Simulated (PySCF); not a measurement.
Fractional electron number in La⁺ (lanthanum, charge +1)

The 5d alpha orbital of [Xe] 5d2 is emptied in steps (occupation f), with all orbitals relaxed, ending at [Xe] 5d1. Calculation: PySCF 2.14, in def2-TZVPPD with the def2 core potential (46 electrons); a scalar-relativistic core potential. The exact energy is a straight line in f; departures are measured from the line between the end points of the same method.

```json
{"f": "1", "BHandHLYP (eV)": "0.000", "wB97X (eV)": "0.000", "TPSS (eV)": "0.000"}
{"f": "0.9", "BHandHLYP (eV)": "-0.148", "wB97X (eV)": "-0.034", "TPSS (eV)": "-0.303"}
{"f": "0.7", "BHandHLYP (eV)": "-0.346", "wB97X (eV)": "-0.080", "TPSS (eV)": "-0.710"}
{"f": "0.5", "BHandHLYP (eV)": "-0.413", "wB97X (eV)": "-0.095", "TPSS (eV)": "-0.849"}
{"f": "0.3", "BHandHLYP (eV)": "-0.348", "wB97X (eV)": "-0.079", "TPSS (eV)": "-0.716"}
{"f": "0.1", "BHandHLYP (eV)": "-0.150", "wB97X (eV)": "-0.033", "TPSS (eV)": "-0.308"}
{"f": "0", "BHandHLYP (eV)": "0.000", "wB97X (eV)": "0.000", "TPSS (eV)": "0.000"}
```

Q: For wB97X, how does the orbital energy at f = 1 compare with the removal energy?

A: −ε = 10.452 eV against a total-energy difference of 10.825 eV. By Janak's theorem ε = ∂E/∂f, so the gap between them reflects the curvature. Along the path −ε is 10.522 (f = 0.9), 10.672 (f = 0.7), 10.828 (f = 0.5), 10.982 (f = 0.3), 11.120 (f = 0.1) eV.

```csv
method,E(f=0) − E(f=1) (eV),−ε at f=1 (eV),−ε at f=0.5 (eV)
BHandHLYP,11.077,9.441,11.071
wB97X,10.825,10.452,10.828
TPSS,11.207,7.848,11.193
```

Reference removal energy between the ground levels: 11.185 eV (measured; NIST Atomic Spectra Database, ionization energies). The calculation has no spin-orbit coupling.
